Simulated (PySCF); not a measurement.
## State search for WO

Unrestricted PBE0; basis W x2c-TZVPPall, O x2c-TZVPPall; spin-free X2C with a Gaussian nucleus; PySCF 2.14. Outer shells of the fragments: W 5d4 6s2; O 2s2 2p4.

Followed along the bond (rough minima from three points):

```tsv
2Ms+1	unpaired	⟨S²⟩ at the start	R at minimum (Å)	Te (eV)
3	δ ↑↑	2.25	1.63	0.00
1	δ ↑↓	1.00	1.63	0.30
5	σ ↑, π ↑, δ ↑↑	6.14	1.68	0.50
3	π ↑, δ ↑	2.90	1.68	1.51
3	σ ↑, π ↓, δ ↑↑	3.07	1.69	1.52
5	σ ↑↑, δ ↑↑	6.20	1.70	1.64
```

Solutions found at the starting distance of 1.885 Å, counted from the lowest of them; the search is not exhaustive and high or unbound solutions are not listed, so other states can lie among these:

```tsv
2Ms+1	unpaired	term	E (eV)	⟨S²⟩	⟨Lz²⟩	μ (D)
5	σ ↑, π ↑, δ ↑↑	mixed	0.00	6.14	3.26	-4.40
3	δ ↑↑	mixed	0.21	2.25	2.20	-3.00
1	δ ↑↓	mixed	0.60	1.00	10.21	-3.68
5	σ ↑↑, δ ↑↑	mixed	0.99	6.20	2.22	-1.61
3	σ ↑, π ↓, δ ↑↑	mixed	1.03	3.07	3.26	-4.56
3	π ↑, δ ↑	mixed	1.04	2.90	7.21	-4.28
3	σ ↑, δ ↑	mixed	1.18	2.05	6.25	-4.72
3	π ↑, δ ↑	mixed	1.24	2.04	7.67	-3.83
1	none	mixed	1.27	0.00	10.19	-3.68
5	σ ↑, π ↑↑, δ ↑	mixed	1.49	6.02	6.23	-4.27
```

A term symbol is given only where ⟨S²⟩ and ⟨Lz²⟩ are close to those of a pure state; real π, δ and φ orbitals otherwise mix terms. A positive dipole means W(−)O(+).

Spin–orbit coupling is left out. With d or f electrons several states lie close, and the lowest PBE0 determinant need not be the measured ground state.
